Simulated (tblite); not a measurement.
Record of a relaxation.

Compound: C2H9B2N.
Bonds: B1–N2, N2–B3, B3–C4, B3–C5. Hydrogens: H6, H7 on B1; H8 on N2; H9, H10, H11 on C4; H12, H13, H14 on C5.

Computed with GFN2-xTB (tblite), gas phase: L-BFGS steps from a force-field or distance-geometry start until the largest atomic force falls under 0.01 eV/Å. 13 of its 79 geometries are shown.

Step 0: E = -387.7545 eV, largest atomic force 2.013 eV/Å
```
atom  x, y, z in Å  |  force x, y, z in eV/Å
B1      2.036   -0.424   -0.043   -1.269  -1.315   0.845
N2      0.772   -0.807    0.693    1.294   1.420   0.160
B3     -0.434   -0.020    0.329    0.808  -0.845  -1.164
C4     -0.249    1.511   -0.131   -0.124  -0.276  -0.331
C5     -1.694   -0.854   -0.202    0.435  -0.239   1.210
H6      2.928    0.152    0.439    0.093  -0.081   0.311
H7      2.197   -0.957   -1.094   -0.323   0.574   0.131
H8      0.908   -0.964    1.718   -0.198   0.303  -1.277
H9      0.823    1.732   -0.308   -0.661   0.093   0.272
H10    -0.676    2.213    0.607    0.320  -0.203  -0.499
H11    -0.778    1.644   -1.101    0.262   0.180   0.733
H12    -1.449   -1.219   -1.216   -0.376   0.406   0.556
H13    -1.778   -1.756    0.445   -0.368   0.502  -0.584
H14    -2.607   -0.252   -0.157    0.106  -0.519  -0.362
```

Step 6: E = -388.3657 eV, largest atomic force 0.971 eV/Å
```
atom  x, y, z in Å  |  force x, y, z in eV/Å
B1      2.115   -0.522    0.019   -0.956   0.171   0.019
N2      0.858   -0.646    0.675    0.225  -0.129  -0.004
B3     -0.369   -0.062    0.177    0.073  -0.261   0.474
C4     -0.254    1.468   -0.185   -0.045   0.298  -0.275
C5     -1.679   -0.878   -0.119   -0.027  -0.150  -0.003
H6      2.979    0.036    0.545    0.704  -0.419   0.314
H7      2.100   -0.824   -1.117    0.209   0.299  -0.061
H8      0.871   -0.908    1.655   -0.053   0.184  -0.214
H9      0.789    1.762   -0.284   -0.021  -0.003  -0.242
H10    -0.656    2.138    0.574   -0.168  -0.200   0.150
H11    -0.800    1.704   -1.093    0.057   0.141  -0.144
H12    -1.499   -1.172   -1.149    0.004  -0.320  -0.220
H13    -1.862   -1.792    0.452    0.116   0.241  -0.064
H14    -2.594   -0.302   -0.172   -0.117   0.147   0.269
```

Step 13: E = -388.7842 eV, largest atomic force 0.494 eV/Å
```
atom  x, y, z in Å  |  force x, y, z in eV/Å
B1      2.148   -0.449    0.073   -0.095  -0.299  -0.123
N2      0.884   -0.546    0.664    0.285   0.030   0.162
B3     -0.359   -0.070    0.103    0.175   0.018  -0.017
C4     -0.294    1.449   -0.288    0.007   0.441  -0.177
C5     -1.675   -0.898   -0.111   -0.130  -0.224  -0.004
H6      3.161   -0.468    0.687   -0.334  -0.151  -0.040
H7      2.136   -0.454   -1.107    0.227   0.301   0.129
H8      0.839   -0.797    1.639   -0.018  -0.213   0.062
H9      0.725    1.801   -0.400    0.210  -0.009   0.134
H10    -0.717    1.965    0.575   -0.018   0.181   0.001
H11    -0.815    1.819   -1.159   -0.424  -0.193  -0.140
H12    -1.588   -1.276   -1.128   -0.124   0.073  -0.191
H13    -1.871   -1.777    0.486    0.300  -0.160   0.358
H14    -2.577   -0.300   -0.056   -0.061   0.206  -0.155
```

Step 20: E = -388.9874 eV, largest atomic force 0.382 eV/Å
```
atom  x, y, z in Å  |  force x, y, z in eV/Å
B1      2.152   -0.476    0.098    0.200   0.003   0.047
N2      0.895   -0.469    0.696   -0.049  -0.099  -0.073
B3     -0.326   -0.043    0.049   -0.086   0.200   0.003
C4     -0.327    1.482   -0.359   -0.021   0.027   0.036
C5     -1.645   -0.914   -0.114    0.067   0.095   0.024
H6      3.078   -0.899    0.683   -0.028  -0.003   0.076
H7      2.296   -0.088   -1.001   -0.117   0.008   0.043
H8      0.830   -0.847    1.631   -0.123  -0.321  -0.167
H9      0.693    1.847   -0.463   -0.156   0.137  -0.120
H10    -0.749    1.966    0.529    0.052   0.149  -0.127
H11    -0.932    1.801   -1.205    0.084  -0.123   0.040
H12    -1.703   -1.331   -1.122    0.164   0.011   0.100
H13    -1.733   -1.745    0.581   -0.001  -0.012   0.010
H14    -2.530   -0.284   -0.024    0.014  -0.075   0.109
```

Step 26: E = -389.1520 eV, largest atomic force 0.374 eV/Å
```
atom  x, y, z in Å  |  force x, y, z in eV/Å
B1      2.161   -0.491    0.139    0.109   0.063  -0.067
N2      0.873   -0.530    0.670   -0.005   0.013   0.020
B3     -0.306    0.041    0.097   -0.208   0.006   0.019
C4     -0.347    1.556   -0.362    0.079  -0.139  -0.087
C5     -1.595   -0.875   -0.064    0.019   0.004   0.071
H6      3.004   -1.069    0.719    0.086   0.049  -0.166
H7      2.331    0.066   -0.892    0.094  -0.074   0.354
H8      0.727   -1.181    1.435   -0.033   0.022  -0.185
H9      0.627    1.979   -0.587    0.101  -0.090  -0.064
H10    -0.753    2.180    0.434   -0.121  -0.109  -0.025
H11    -0.986    1.673   -1.232   -0.051   0.173  -0.017
H12    -1.611   -1.323   -1.063    0.036   0.157   0.134
H13    -1.602   -1.707    0.638   -0.093  -0.005   0.025
H14    -2.523   -0.318    0.046   -0.010  -0.070  -0.012
```

Step 32: E = -389.2106 eV, largest atomic force 0.162 eV/Å
```
atom  x, y, z in Å  |  force x, y, z in eV/Å
B1      2.183   -0.484    0.187   -0.003   0.030  -0.070
N2      0.865   -0.530    0.654    0.047  -0.125  -0.029
B3     -0.315    0.070    0.105    0.082  -0.119  -0.024
C4     -0.358    1.562   -0.413   -0.036  -0.043   0.009
C5     -1.590   -0.861   -0.007   -0.062   0.009  -0.010
H6      2.996   -1.194    0.653   -0.050   0.057   0.040
H7      2.438    0.197   -0.730    0.056   0.110   0.063
H8      0.681   -1.284    1.309   -0.016   0.110  -0.096
H9      0.617    1.974   -0.664   -0.066  -0.013   0.067
H10    -0.790    2.175    0.378    0.138   0.051   0.068
H11    -1.024    1.702   -1.261    0.053  -0.087  -0.107
H12    -1.588   -1.289   -1.010    0.009  -0.040  -0.011
H13    -1.579   -1.698    0.689   -0.073   0.010   0.012
H14    -2.537   -0.341    0.087   -0.077   0.051   0.088
```

Step 39: E = -389.2410 eV, largest atomic force 0.144 eV/Å
```
atom  x, y, z in Å  |  force x, y, z in eV/Å
B1      2.204   -0.467    0.191   -0.052   0.049   0.088
N2      0.866   -0.550    0.597    0.018  -0.088   0.016
B3     -0.322    0.059    0.087    0.096   0.005   0.009
C4     -0.367    1.546   -0.438    0.048   0.058  -0.008
C5     -1.611   -0.855    0.024   -0.016  -0.008   0.008
H6      2.971   -1.245    0.621    0.026   0.055   0.029
H7      2.536    0.336   -0.589   -0.015   0.060  -0.038
H8      0.663   -1.323    1.219    0.052  -0.067  -0.087
H9      0.606    1.956   -0.687    0.063  -0.037  -0.037
H10    -0.765    2.173    0.361   -0.053   0.003  -0.041
H11    -1.024    1.675   -1.297    0.019  -0.008   0.069
H12    -1.605   -1.288   -0.976   -0.129  -0.063  -0.009
H13    -1.600   -1.684    0.728   -0.019  -0.021   0.017
H14    -2.554   -0.331    0.137   -0.038   0.061  -0.016
```

Step 46: E = -389.2927 eV, largest atomic force 0.295 eV/Å
```
atom  x, y, z in Å  |  force x, y, z in eV/Å
B1      2.238   -0.390    0.244    0.141   0.002   0.048
N2      0.877   -0.647    0.448   -0.114   0.069   0.041
B3     -0.319    0.027    0.079   -0.145   0.006  -0.156
C4     -0.323    1.515   -0.460   -0.094   0.022  -0.037
C5     -1.663   -0.835    0.090   -0.065  -0.052  -0.044
H6      3.013   -1.179    0.649    0.002   0.096  -0.050
H7      2.593    0.569   -0.326   -0.045  -0.030   0.034
H8      0.678   -1.526    0.898    0.065  -0.276   0.083
H9      0.651    1.906   -0.742   -0.046  -0.146  -0.004
H10    -0.725    2.205    0.279   -0.030  -0.050   0.133
H11    -0.991    1.595   -1.315    0.048   0.047  -0.092
H12    -1.748   -1.311   -0.889    0.043   0.023  -0.054
H13    -1.695   -1.657    0.808    0.155   0.132   0.051
H14    -2.586   -0.273    0.214    0.085   0.158   0.047
```

Step 52: E = -389.3268 eV, largest atomic force 0.135 eV/Å
```
atom  x, y, z in Å  |  force x, y, z in eV/Å
B1      2.237   -0.344    0.281    0.059  -0.002  -0.040
N2      0.880   -0.688    0.403   -0.044   0.025  -0.068
B3     -0.324   -0.018    0.030   -0.008   0.024   0.024
C4     -0.326    1.479   -0.482    0.047  -0.052   0.009
C5     -1.693   -0.825    0.095   -0.004  -0.023  -0.034
H6      3.049   -1.111    0.646   -0.034  -0.006   0.027
H7      2.585    0.665   -0.202   -0.127  -0.006   0.045
H8      0.725   -1.614    0.780   -0.032  -0.018   0.021
H9      0.669    1.821   -0.742    0.031   0.100  -0.033
H10    -0.709    2.154    0.284    0.004  -0.083  -0.046
H11    -0.965    1.605   -1.354   -0.007   0.009   0.043
H12    -1.846   -1.323   -0.864    0.010  -0.001   0.001
H13    -1.716   -1.605    0.852    0.055  -0.020   0.043
H14    -2.567   -0.196    0.249    0.050   0.054   0.006
```

Step 58: E = -389.3365 eV, largest atomic force 0.082 eV/Å
```
atom  x, y, z in Å  |  force x, y, z in eV/Å
B1      2.229   -0.337    0.292    0.005   0.016  -0.025
N2      0.881   -0.722    0.365   -0.007  -0.003   0.021
B3     -0.314   -0.034    0.007    0.002   0.019  -0.024
C4     -0.309    1.464   -0.496   -0.002   0.011  -0.012
C5     -1.690   -0.819    0.102    0.022   0.009  -0.004
H6      3.050   -1.083    0.673    0.019   0.003  -0.002
H7      2.526    0.705   -0.155   -0.004  -0.062   0.053
H8      0.721   -1.654    0.729    0.016   0.026  -0.018
H9      0.677    1.832   -0.757    0.003   0.029  -0.007
H10    -0.703    2.117    0.282    0.011  -0.010   0.014
H11    -0.958    1.602   -1.358   -0.014  -0.017  -0.011
H12    -1.870   -1.327   -0.846   -0.028   0.000   0.004
H13    -1.705   -1.587    0.873    0.002   0.005   0.010
H14    -2.537   -0.158    0.267   -0.025  -0.025   0.001
```

Step 65: E = -389.3387 eV, largest atomic force 0.031 eV/Å
```
atom  x, y, z in Å  |  force x, y, z in eV/Å
B1      2.231   -0.338    0.304   -0.004   0.007   0.009
N2      0.882   -0.727    0.350    0.019  -0.003  -0.018
B3     -0.310   -0.034   -0.008    0.002  -0.011   0.011
C4     -0.306    1.464   -0.511   -0.010  -0.016   0.004
C5     -1.690   -0.813    0.108    0.014  -0.001   0.006
H6      3.052   -1.094    0.667   -0.006   0.004  -0.008
H7      2.528    0.722   -0.091    0.002  -0.025   0.018
H8      0.723   -1.669    0.688   -0.012   0.021  -0.006
H9      0.673    1.846   -0.779   -0.009  -0.017   0.005
H10    -0.699    2.106    0.277   -0.002   0.023  -0.019
H11    -0.964    1.595   -1.368   -0.014   0.021   0.004
H12    -1.892   -1.331   -0.830    0.003  -0.009  -0.004
H13    -1.691   -1.571    0.889    0.005  -0.012   0.001
H14    -2.539   -0.157    0.283    0.013   0.018  -0.002
```

Step 72: E = -389.3398 eV, largest atomic force 0.023 eV/Å
```
atom  x, y, z in Å  |  force x, y, z in eV/Å
B1      2.233   -0.339    0.316   -0.008  -0.014   0.002
N2      0.884   -0.730    0.330    0.002  -0.002   0.009
B3     -0.309   -0.033   -0.016   -0.001   0.000   0.010
C4     -0.311    1.464   -0.521    0.002   0.002   0.004
C5     -1.687   -0.811    0.116    0.003   0.004  -0.002
H6      3.051   -1.109    0.658   -0.009   0.003   0.001
H7      2.536    0.735   -0.030   -0.005   0.005  -0.002
H8      0.720   -1.678    0.648    0.009   0.015  -0.015
H9      0.667    1.843   -0.796    0.002  -0.012  -0.014
H10    -0.698    2.114    0.264   -0.003   0.001   0.009
H11    -0.976    1.595   -1.373    0.005   0.000  -0.002
H12    -1.902   -1.335   -0.816    0.008  -0.002  -0.001
H13    -1.681   -1.566    0.902   -0.005   0.005  -0.005
H14    -2.531   -0.149    0.296   -0.001  -0.005   0.007
```

Step 78: E = -389.3400 eV, largest atomic force 0.010 eV/Å
```
atom  x, y, z in Å  |  force x, y, z in eV/Å
B1      2.233   -0.339    0.319    0.001   0.004   0.003
N2      0.885   -0.731    0.325   -0.005  -0.003   0.002
B3     -0.309   -0.032   -0.014   -0.005  -0.002  -0.007
C4     -0.311    1.464   -0.522    0.001   0.001  -0.001
C5     -1.687   -0.810    0.119   -0.004  -0.001   0.000
H6      3.050   -1.110    0.658    0.000  -0.005  -0.001
H7      2.536    0.739   -0.016   -0.005   0.005  -0.002
H8      0.721   -1.682    0.633    0.005   0.000   0.001
H9      0.668    1.839   -0.803    0.001  -0.001   0.002
H10    -0.696    2.117    0.261    0.009   0.003  -0.002
H11    -0.977    1.593   -1.374   -0.002  -0.003   0.005
H12    -1.900   -1.335   -0.813    0.001   0.006   0.005
H13    -1.681   -1.565    0.905    0.004   0.000  -0.002
H14    -2.531   -0.149    0.300   -0.001  -0.003  -0.005
```

Problem. Summarise the path.

Solution. The energy falls by 1.5855 eV from step 0 to step 78; nine tenths of that is first reached at step 30. It rises by more than 0.2 meV at step 18. The largest force goes from 2.013 to 0.010 eV/Å. Among the bonds B1–N2 changes most, from 1.512 to 1.404 Å; the atoms move by 0.829 Å rms after alignment.

The cost below is that of the whole relaxation. On an Arm Neoverse N1 with one thread, on a shared host, this took 0.53 s.
